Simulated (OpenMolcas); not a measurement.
# Computed transition rates of Co III

```yaml
Program: OpenMolcas
Method: "MS-CASPT2, IPEA 0.25 Eh, imaginary shift 0.1 Eh (closed shells correlated: 3s 3p)"
Basis: ANO-RCC-VQZP [7s6p4d3f2g1h]
Scalar_Hamiltonian: DKH2, point nucleus
Active_space: 7 electrons in 10 orbitals (3d 4d)
State_averaging: 2S+1 = 4 even, 10 roots; 2S+1 = 2 even, 40 roots
Spin-orbit_coupling: state interaction with AMFI integrals over the reference wave functions, term energies averaged over their components
```

Rates come from the transition moments of the reference wave functions (E1 and E2 in the length form). At fixed line strength A goes as λ^-3 for E1 and M1 and as λ^-5 for E2, so a rate at the computed wavelength can be rescaled to the measured one. Measured vacuum wavelengths follow from level energies in Sugar and Corliss, J. Phys. Chem. Ref. Data 10, 1097 (1981). Branching counts decays inside the model space alone, at computed energies, and the table is only a selection of the E2 and M1 lines, drawn from those between levels with measured partners whose computed energy lies within a factor of 1.5 of the measured one.

| Upper | Lower | Type | λ computed (nm) | λ measured (nm) | A computed (s-1) | A rescaled (s-1) | Branching % |
| --- | --- | --- | --- | --- | --- | --- | --- |
| 3d⁷ ⁴F_3/2 | 3d⁷ ⁴F_5/2 | M1 | 24920 | 24070 | 4.20e-03 | 4.66e-03 | 100.0 |
| 3d⁷ ⁴F_5/2 | 3d⁷ ⁴F_7/2 | M1 | 17040 | 16390 | 1.17e-02 | 1.31e-02 | 100.0 |
| 3d⁷ ⁴F_7/2 | 3d⁷ ⁴F_9/2 | M1 | 12470 | 11890 | 1.75e-02 | 2.02e-02 | 100.0 |
| 3d⁷ ²P_3/2 | 3d⁷ ⁴P_3/2 | M1 | 2149 | 2098 | 7.45e-02 |  | 20.9 |
| 3d⁷ ²P_3/2 | 3d⁷ ⁴P_5/2 | M1 | 2054 | 2003 | 1.44e-01 |  | 40.2 |
| 3d⁷ ²H_9/2 | 3d⁷ ²G_7/2 | M1 | 1673 | 1764 | 4.27e-02 |  | 22.4 |
| 3d⁷ ²H_11/2 | 3d⁷ ²G_9/2 | M1 | 1646 | 1741 | 4.58e-02 |  | 98.4 |
| 3d⁷ ²H_9/2 | 3d⁷ ²G_9/2 | M1 | 1483 | 1549 | 1.37e-01 |  | 72.1 |
| 3d⁷ ⁴P_1/2 | 3d⁷ ⁴F_3/2 | E2 | 699.6 | 717.1 | 3.66e-02 | 3.23e-02 | 54.7 |
| 3d⁷ ⁴P_3/2 | 3d⁷ ⁴F_5/2 | E2 | 699.5 | 715.5 | 2.19e-02 | 1.96e-02 | 33.3 |
| 3d⁷ ⁴P_5/2 | 3d⁷ ⁴F_7/2 | E2 | 681.7 | 696.3 | 1.60e-02 | 1.44e-02 | 18.4 |
| 3d⁷ ⁴P_1/2 | 3d⁷ ⁴F_5/2 | E2 | 680.5 | 696.4 | 2.76e-02 | 2.46e-02 | 41.2 |
| 3d⁷ ⁴P_3/2 | 3d⁷ ⁴F_7/2 | E2 | 671.9 | 685.5 | 3.70e-02 | 3.35e-02 | 56.4 |
| 3d⁷ ⁴P_5/2 | 3d⁷ ⁴F_9/2 | E2 | 646.4 | 657.8 | 6.53e-02 | 5.98e-02 | 75.0 |
| 3d⁷ ²G_9/2 | 3d⁷ ⁴F_7/2 | M1 | 610.9 | 619.7 | 1.27e-01 |  | 24.0 |
| 3d⁷ ²G_7/2 | 3d⁷ ⁴F_5/2 | M1 | 604.3 | 612.9 | 1.16e-01 |  | 39.8 |
| 3d⁷ ²G_7/2 | 3d⁷ ⁴F_7/2 | M1 | 583.6 | 590.8 | 1.54e-01 |  | 53.0 |
| 3d⁷ ²G_9/2 | 3d⁷ ⁴F_9/2 | M1 | 582.4 | 589 | 4.01e-01 |  | 76.0 |
| 3d⁷ ²F_5/2 | 3d⁷ ²G_7/2 | E2 | 510.1 | 519.4 | 8.16e-02 | 7.46e-02 | 16.9 |
| 3d⁷ ²F_7/2 | 3d⁷ ²G_7/2 | M1 | 500.8 | 511.5 | 1.49e-01 |  | 22.7 |
| 3d⁷ ²D_5/2(1) | 3d⁷ ⁴F_7/2 | M1 | 439.6 | 450.1 | 7.79e-01 |  | 77.4 |
| 3d⁷ ²D_3/2(1) | 3d⁷ ⁴F_3/2 | M1 | 436.5 | 447 | 4.07e-01 |  | 28.5 |
| 3d⁷ ²D_3/2(1) | 3d⁷ ⁴F_5/2 | M1 | 429 | 438.9 | 7.70e-01 |  | 53.9 |
| 3d⁷ ²F_5/2 | 3d⁷ ⁴F_3/2 | M1 | 279.7 | 284.5 | 1.19e-01 |  | 24.7 |
| 3d⁷ ²F_7/2 | 3d⁷ ⁴F_9/2 | M1 | 263.8 | 268 | 1.18e-01 |  | 18.0 |

Spin-changing lines and M1 lines between different terms are not rescaled, since their strength hangs on the term gaps too.

The largest correction is for 3d⁷ ⁴F_7/2 → 3d⁷ ⁴F_9/2 (M1): 1.75e-02 × (12470 / 11890)^3 = 2.02e-02 s-1, a factor of 1.15.

The computed rate and branching of 3d⁷ ⁴F_7/2 → 3d⁷ ⁴F_9/2 give the upper level a radiative lifetime of 1.000 / 1.75e-02 s-1 = 5.71e+01 s, counting decays inside the model space alone. The rescaled rate gives about 5.0e+01 s.

These are rates of the free ion; in crystals, glasses and complexes forced electric-dipole and non-radiative decay shorten such lifetimes by orders of magnitude. No measured rate stands beside these. Rescaling mends the energy factor alone: line strengths can still be far off where a level mixes with configurations outside the active space, and weak or spin-changing lines hang on small mixing coefficients that depend on the term gaps too, so rescaling need not improve them.

CASPT2 does not keep the components of a term degenerate, so their means are used; among the terms shown or strongly mixed into the levels shown the widest spread is 1200 cm-1 (3d⁷ ⁴F). Active for correlation alone: 4d; no level in the range computed is led by a configuration that fills it, so any true level of that kind is missing. The CASPT2 spread within a term exceeds the gap to the next term for 3d⁷ ²H and 3d⁷ ²D(1), so the order of their levels is uncertain. Measured partners are found by configuration, term and J. A level has none where our copy of the source lacks it or the pairing is in doubt (some pairs that miss far off the trend of their configuration count as doubtful). Only configurations of the active space appear.

A number in round brackets counts repeated terms of one configuration in the order of the reference energies.
